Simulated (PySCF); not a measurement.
A side-by-side comparison of computed properties.

First species: C6H16Si2.
Numbering: `[CH3:1][CH:2]([CH3:3])/[C:4](=[CH:5]\[SiH3:6])[CH2:7][SiH3:8]` (hydrogens: H9, H10, H11 on C1; H12 on C2; H13, H14, H15 on C3; H16 on C5; H17, H18, H19 on Si6; H20, H21 on C7; H22, H23, H24 on Si8)

Second species: C3H13NSi3.
SMILES: `C=N[SiH2]C[SiH2]C[SiH3]`

Levels: PBE0/pcSseg-1 for dipole moment, HOMO energy, LUMO energy and HOMO–LUMO gap; GFN2-xTB for rotational constant A and rotational constant C. Geometries: GFN2-xTB. Each structure is a single optimised conformer of the isolated species, non-relativistic unless stated; the electronic structure was computed with PySCF and density fitting.

Dipoles, sizes and rotational constants follow the conformer. The torsions of the flexible species, by atom-mapped SMILES:
- `[CH3:1][CH:2]([CH3:3])/[C:4](=[CH:5]\[SiH3:6])[CH2:7][SiH3:8]`: C1–C2–C4–C5 127°, C2–C4–C7–Si8 104°
- `[CH2:1]=[N:2][SiH2:3][CH2:4][SiH2:5][CH2:6][SiH3:7]`: C1–N2–Si3–C4 121°, N2–Si3–C4–Si5 49°, Si3–C4–Si5–C6 -71°, C4–Si5–C6–Si7 172°

Task: Which of the two has the higher rotational constant C, and by how much?

Result: The first: 0.676 GHz against 0.575 GHz, a difference of 0.101 GHz.

Task: Which has the higher rotational constant A?

Result: The second: 2.030 GHz against 1.510 GHz, a difference of 0.520 GHz.

Task: Which has the higher dipole moment?

Result: The second: 2.44 D against 1.37 D, a difference of 1.07 D.

Task: Which of the two has the higher LUMO energy, and by how much?

Result: The first: -0.35 eV against -0.92 eV, a difference of 0.57 eV.

Task: Which has the higher HOMO–LUMO gap?

Result: The first: 6.61 eV against 6.16 eV, a difference of 0.45 eV.

Task: Which has the higher HOMO energy?

Result: The first: -6.96 eV against -7.08 eV, a difference of 0.12 eV.

On the first: In atomic units the dipole is 0.54 e·bohr (1 au = 2.5417 D).

On the second: In atomic units the dipole is 0.96 e·bohr (1 au = 2.5417 D).
